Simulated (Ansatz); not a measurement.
Cl, charge +1, triplet; Ansatz (a program for electronic structure) with CCSD(T)/6-31G*.

Here is a job for Ansatz.
Ansatz 0.2 input:
```yaml
crystal:
  periodic: [false, false, false]
  atoms:
    - {symbol: Cl, position_ang: [0.00000000, 0.00000000, 0.00000000]}
basis:
  gaussian:
    orbitals: 6-31G*
total_charge: 1
magnetization: {spin_polarized: true, initial_magnetization: 2}
correlation: {method: ccsd_t}
```

Problem. Write the output that Ansatz gives for this input, abridged.

Solution. 
```
Functional definition: HF
99 factors; integrals over basis functions are off by at most 2.1e-4 eV
mean field evaluation 1: about -12490.2858 eV, gradient 5.3e0 eV
mean field evaluation 2: about -12490.2950 eV, gradient 5.3e0 eV
mean field evaluation 4: about -12490.4341 eV, gradient 2.8e-1 eV
mean field evaluation 8: about -12490.4351 eV, gradient 7.6e-7 eV
mean field evaluation 16: about -12490.4351 eV, gradient 1.4e-3 eV
mean field evaluation 32: about -12490.4351 eV, gradient 1.6e-3 eV
mean field evaluation 64: about -12490.4351 eV, gradient 9.6e-3 eV
mean field -12490.43508840 eV, -459.0150231777 hartree, gradient 6.8e-6 eV, S^2 2.006210; 4 other end points of the search recorded, 0 dependent functions left out
5 core orbitals not correlated
reference -12490.43508840 eV, -459.0150231777 hartree; 4, 2 occupied and 10, 12 virtual orbitals, 99 factors
second order -2.32576652 eV of doubles, -0.00000000 eV of singles
cycle   1  -2.71932672 eV  change   -3.9e-1 eV  update   3.4e-2
cycle   2  -2.82954328 eV  change   -1.1e-1 eV  update   1.1e-2
cycle   3  -2.83412578 eV  change   -4.6e-3 eV  update   1.8e-3
cycle   4  -2.83448300 eV  change   -3.6e-4 eV  update   2.8e-4
cycle   5  -2.83436738 eV  change    1.2e-4 eV  update   6.2e-5
cycle   6  -2.83440952 eV  change   -4.2e-5 eV  update   1.5e-5
cycle   7  -2.83439651 eV  change    1.3e-5 eV  update   2.2e-6
cycle   8  -2.83439893 eV  change   -2.4e-6 eV  update   3.5e-7
perturbative correction -0.03115277 eV, -0.0011448432 hartree
Total energy: -12493.30064010 eV, -459.1203302604 hartree
```
